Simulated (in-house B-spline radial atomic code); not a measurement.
Results of a calculation; reference values are marked as such.
# Xe ion on As atom: potential, deflection and energy transfer

The pair potential comes from two frozen, spherical free-atom densities (PBE, B-spline radial code, scalar-relativistic past argon): electrostatics plus the change in Thomas-Fermi kinetic and Dirac exchange energy where they overlap, the recipe behind the universal ZBL potential, which averages such potentials (from solid-state densities) over many pairs. It is written V = (Z1 Z2 e²/r) φ(r/a), with e² = 14.3996 eV·Å and a = 0.46850 Å/(Z1^0.23 + Z2^0.23); ZBL's fit is φ = 0.18175 e^(−3.1998x) + 0.50986 e^(−0.94229x) + 0.28022 e^(−0.4029x) + 0.02817 e^(−0.20162x). Where φ falls below 4e-4 it is continued as an exponential.

Masses 131.29 and 74.92 u.

```json
{"x = r/a": "0.1", "φ, this pair": "0.8872", "φ, ZBL": "0.8928"}
{"x = r/a": "0.25", "φ, this pair": "0.7624", "φ, ZBL": "0.7647"}
{"x = r/a": "0.5", "φ, this pair": "0.6116", "φ, ZBL": "0.6096"}
{"x = r/a": "1", "φ, this pair": "0.4191", "φ, ZBL": "0.4164"}
{"x = r/a": "1.5", "φ, this pair": "0.3013", "φ, ZBL": "0.2995"}
{"x = r/a": "2", "φ, this pair": "0.224", "φ, ZBL": "0.2218"}
{"x = r/a": "3", "φ, this pair": "0.1319", "φ, ZBL": "0.1292"}
{"x = r/a": "4", "φ, this pair": "0.082", "φ, ZBL": "0.08026"}
{"x = r/a": "5", "φ, this pair": "0.05279", "φ, ZBL": "0.05224"}
{"x = r/a": "6.5", "φ, this pair": "0.02954", "φ, ZBL": "0.02914"}
{"x = r/a": "8", "φ, this pair": "0.01732", "φ, ZBL": "0.01705"}
{"x = r/a": "10", "φ, this pair": "0.009012", "φ, ZBL": "0.008778"}
{"x = r/a": "12", "φ, this pair": "0.005058", "φ, ZBL": "0.00474"}
{"x = r/a": "14.5", "φ, this pair": "0.002563", "φ, ZBL": "0.002328"}
{"x = r/a": "17", "φ, this pair": "0.001311", "φ, ZBL": "0.001212"}
{"x = r/a": "20", "φ, this pair": "0.0005994", "φ, ZBL": "0.0005882"}
```

(1) At x = 1 the electrostatic, kinetic and exchange parts are 75522.21, 34144.58 and -909.56 eV. Find r, V and φ.

(2) The ion comes in at 7.142 keV with impact parameter 0.1978 Å. The scattering integral gives a centre-of-mass angle of 120.1° and a closest approach of 5.341 a. What are the reduced energy, the energy passed on and the laboratory angles?

## Answers

(1) a = 0.46850/(2.5029 + 2.2349) = 0.09888 Å, so r = 0.09888 Å. V = 75522.21 + 34144.58 + (-909.56) = 108757.23 eV. The bare repulsion is 54 × 33 × 14.3996/0.09888 = 259500 eV, so φ = 0.4191, +0.6 % against ZBL's 0.4164. The kinetic (Pauli) term is 31 % of V here.

(2) ε = E a M2/(Z1 Z2 e² (M1 + M2)) = 7142 × 1.4001e-06 = 0.01. The most that one collision can pass on is γE with γ = 4 M1 M2/(M1 + M2)² = 0.9253. Here T = γE sin²(θ/2) = 0.9253 × 7142 × 0.7508 = 4962 eV. The ion turns by arctan(sin θ/(cos θ + M1/M2)) = 34.7°, and the struck atom leaves at (180° − θ)/2 = 29.9°. The closest approach is 0.528 Å. With ZBL the angle would be 119.98° and T = 4955 eV.
